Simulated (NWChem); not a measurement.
System: C2H4F2OSi; SMILES C=C(F)[Si@@H](O)F

Excerpt of the output:

```
             Northwest Computational Chemistry Package (NWChem) 7.3.0
             --------------------------------------------------------

 C1  symmetry detected

                             Geometry "geometry" -> ""
                             -------------------------

 Output coordinates in angstroms (scale by  1.889725989 to convert to a.u.)

  No.       Tag          Charge          X              Y              Z
 ---- ---------------- ---------- -------------- -------------- --------------
    1 C                    6.0000    -1.28954659    -1.62002984    -0.41488377
    2 C                    6.0000    -0.15175424    -1.07013955     0.00740776
    3 F                    9.0000     0.94272744    -1.86063092     0.21602487
    4 Si                  14.0000     0.15039578     0.74290927     0.37512414
    5 O                    8.0000     1.37689194     1.36338050    -0.53341509
    6 F                    9.0000    -1.25908405     1.45693824     0.04357512
    7 H                    1.0000    -1.37541995    -2.68724337    -0.60078156
    8 H                    1.0000    -2.16026202    -0.99451724    -0.57651934
    9 H                    1.0000     0.51902245     1.00558669     1.77686634
   10 H                    1.0000     1.39099752     1.14265063    -1.47552660

 Effective nuclear repulsion energy (a.u.)     305.7888374809

                                 NWChem DFT Module
                                 -----------------

 Summary of "ao basis" -> "ao basis" (spherical)
 ------------------------------------------------------------------------------
       Tag                 Description            Shells   Functions and Types
 ---------------- ------------------------------  ------  ---------------------
 C                           6-31g*                  6       14   3s2p1d
 F                           6-31g*                  6       14   3s2p1d
 Si                          6-31g*                  8       18   4s3p1d
 O                           6-31g*                  6       14   3s2p1d
 H                           6-31g*                  2        2   2s

            General Information
            -------------------
          SCF calculation type: DFT
          Wavefunction type:  closed shell.
          No. of atoms     :    10
          No. of electrons :    56
           Alpha electrons :    28
            Beta electrons :    28
          Charge           :     0
          Spin multiplicity:     1
          Use of symmetry is: off; symmetry adaption is: off
          Maximum number of iterations: 150
          AO basis - number of functions:    96
                     number of shells:    46
          Convergence on energy requested:  1.00D-06
          Convergence on density requested:  1.00D-05
          Convergence on gradient requested:  5.00D-04

              XC Information
              --------------
                         B3LYP Method XC Potential
                     Hartree-Fock (Exact) Exchange  0.200
                        Slater Exchange Functional  0.800 local
                    Becke 1988 Exchange Functional  0.720 non-local
              Lee-Yang-Parr Correlation Functional  0.810
                  VWN I RPA Correlation Functional  0.190 local

             Grid Information
             ----------------
          Grid used for XC integration:  medium
          Radial quadrature: Mura-Knowles
          Angular quadrature: Lebedev.
          Tag              B.-S. Rad. Rad. Pts. Rad. Cut. Ang. Pts.
          ---              ---------- --------- --------- ---------
          C                   0.70       49          10.0       434
          F                   0.50       49          10.0       434
          Si                  1.10       88          10.0       590
          O                   0.60       49          12.0       434
          H                   0.35       45          11.0       434
          Grid pruning is: on
          Number of quadrature shells:   513
          Spatial weights used:  Erf1

      Superposition of Atomic Density Guess
      -------------------------------------

 Sum of atomic energies:        -639.62976225

      Non-variational initial energy
      ------------------------------

 Total energy =    -641.657955
 1-e energy   =   -1493.720686
 2-e energy   =     546.273893
 HOMO         =      -0.296787
 LUMO         =       0.013096

     ---------------------------------------------
      Total Density - Mulliken Population Analysis
     ---------------------------------------------

    Atom       Charge   Shell Charges
 -----------   ------   -------------------------------------------------------
    1 C    6     6.61   2.00  0.74  2.01  0.63  1.21  0.03
    2 C    6     5.56   2.00  0.70  1.60  0.56  0.64  0.06
    3 F    9     9.47   2.00  0.94  3.39  1.01  2.12  0.01
    4 Si  14    12.69   2.00  2.00  5.97  0.83  1.22  0.19  0.25  0.23
    5 O    8     9.01   2.00  0.93  3.14  0.90  2.03  0.01
    6 F    9     9.61   2.00  0.95  3.47  1.00  2.18  0.01
    7 H    1     0.77   0.46  0.31
    8 H    1     0.75   0.45  0.30
    9 H    1     1.08   0.47  0.61
   10 H    1     0.44   0.35  0.09

[...]
```

Level: B3LYP/6-31G* (spherical d). All runs use the structure optimised with B3LYP/6-31G* (spherical d).

Which NWChem input produces such a log?

This is not unique; one that fits is the input that was run:
```
start job
memory heap 200 mb stack 900 mb global 1100 mb
geometry units angstroms noautoz
  C     -1.235949    -1.656889    -0.357722
  C     -0.117814    -1.058365     0.050719
  F      1.009076    -1.802643     0.256770
  Si     0.114327     0.768368     0.401166
  O      1.307776     1.429697    -0.522438
  F     -1.325203     1.422605     0.075401
  H     -1.280449    -2.728219    -0.534212
  H     -2.132278    -1.068102    -0.517289
  H      0.483166     1.057439     1.797648
  H      1.323291     1.201741    -1.462805
end
basis spherical
  * library 6-31g*
end
dft
  xc b3lyp
  iterations 150
  mulliken
end
task dft energy
```
